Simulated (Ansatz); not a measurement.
Relaxation of F$_{3}$H$_{3}$OSi$_{2}$ (9 atoms, charge 0, multiplicity 1), to a largest force component of 0.02 eV/Å in at most 40 steps.

All numbers below come from RKS r2SCAN/6-31G (Ansatz).

```xyz
9
Properties=species:S:1:pos:R:3
Si 0.000 0.000 0.000
O 0.000 0.000 1.680
Si -1.315 -0.407 2.644
H -2.239 -1.240 1.880
H -0.851 -1.143 3.816
H -1.999 0.809 3.073
F 1.499 0.000 -0.529
F -0.749 1.297 -0.529
F -0.749 -1.297 -0.529
```

Question: Where does it end, and by what steps?

Answer: The forces met the threshold. The force dipped under the threshold on the way, but the program's further checks kept it going. Limits of this set-up: no polarisation functions. After 9 steps the energy has fallen by 0.680 eV; H4 moved furthest, 0.86 Å.

| step | energy less start (eV) | largest force component (eV/Å) | accepted |
| --- | --- | --- | --- |
| 0 | 0.0000 | 3.354 | yes |
| 1 | -0.3608 | 2.311 | yes |
| 2 | -0.5481 | 0.443 | yes |
| 3 | -0.6190 | 0.238 | yes |
| 4 | -0.6527 | 0.479 | yes |
| 5 | -0.6766 | 0.038 | yes |
| 6 | -0.6792 | 0.015 | yes |
| 7 | -0.6794 | 0.078 | yes |
| 8 | -0.6790 | 0.158 | no |
| 9 | -0.6796 | 0.014 | yes |

```xyz
9
Properties=species:S:1:pos:R:3
Si -0.016 -0.011 -0.156
O -0.720 -0.222 1.289
Si -1.458 -0.444 2.815
H -2.653 -1.326 2.628
H -0.457 -1.087 3.724
H -1.862 0.902 3.333
F 1.639 0.075 -0.034
F -0.518 1.389 -0.894
F -0.358 -1.257 -1.201
```

Whether the end is a true minimum wasn't checked by a vibrational analysis.

Run time: 62 s on 1 thread of Arm Neoverse V1 (shared host), peak memory 0.15 GiB.
